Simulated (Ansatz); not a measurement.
Geometry optimisation, Ansatz, RKS PBE-D4/def2-SVP.

input.yaml

```yaml
crystal:
  periodic: [false, false, false]
  atoms:
    - { symbol: Zr, position_ang: [-0.186558, -0.174589, 0.136711] }
    - { symbol: Cl, position_ang: [-0.185004, -0.088718, 2.630967] }
    - { symbol: O, position_ang: [1.694094, -0.245212, -0.388226] }
    - { symbol: H, position_ang: [2.437375, -0.739319, -0.763735] }
    - { symbol: "N", position_ang: [-1.026971, 1.50048, -0.614997] }
    - { symbol: H, position_ang: [-1.927727, 1.688046, -1.066068] }
    - { symbol: H, position_ang: [-0.494136, 2.375815, -0.512523] }
    - { symbol: O, position_ang: [-1.258706, -1.650621, -0.450264] }
    - { symbol: H, position_ang: [-1.692887, -2.49683, -0.623962] }
    - { symbol: O, position_ang: [1.550245, 2.388786, 1.149417] }
    - { symbol: H, position_ang: [2.169515, 1.722055, 0.786411] }
    - { symbol: H, position_ang: [1.246159, 1.945607, 1.984368] }
basis:
  gaussian: { orbitals: def2-SVP }
hamiltonian:
  xc: pbe
  dispersion: d4
relax:
  f_tol: 0.03
  max_steps: 50
```

Launched with:

```bash
$ ansatz run input.yaml --threads 4 --pin off --max-ram 5120MiB --backend cpu --events-out ev --progress --plain --runs-dir out
```

**Question.** Where does it end, and by what steps?

**Answer.** The run converged. After 12 steps the energy has fallen by 0.386 eV; O10 moved furthest, 0.52 Å. Joined: Zr1–O10 (3.26 → 2.42 Å).

| step | energy less start (eV) | largest force component (eV/Å) | accepted |
| --- | --- | --- | --- |
| 0 | 0.0000 | 0.845 | yes |
| 1 | -0.0841 | 1.148 | yes |
| 2 | -0.2040 | 1.023 | yes |
| 3 | -0.3112 | 0.976 | yes |
| 4 | -0.3281 | 0.592 | yes |
| 5 | -0.3572 | 0.340 | yes |
| 6 | -0.3383 | 0.964 | no |
| 7 | -0.3706 | 0.233 | yes |
| 8 | -0.3805 | 0.148 | yes |
| 9 | -0.3838 | 0.092 | yes |
| 10 | -0.3854 | 0.067 | yes |
| 11 | -0.3861 | 0.067 | yes |
| 12 | -0.3862 | 0.029 | yes |

```xyz
12
Properties=species:S:1:pos:R:3
Zr -0.045 0.096 0.281
Cl -0.303 -0.060 2.709
O 1.847 -0.147 -0.337
H 2.256 -0.847 -0.871
N -1.067 1.608 -0.624
H -1.931 1.531 -1.170
H -0.748 2.584 -0.638
O -0.992 -1.448 -0.362
H -1.470 -2.269 -0.541
O 1.322 1.930 1.067
H 2.130 1.480 0.719
H 1.326 1.768 2.034
```

Whether the end is a true minimum wasn't checked by a vibrational analysis.

Run time: 26 s on 4 threads of Arm Neoverse V2, on a shared host, peak memory 0.2 GiB.
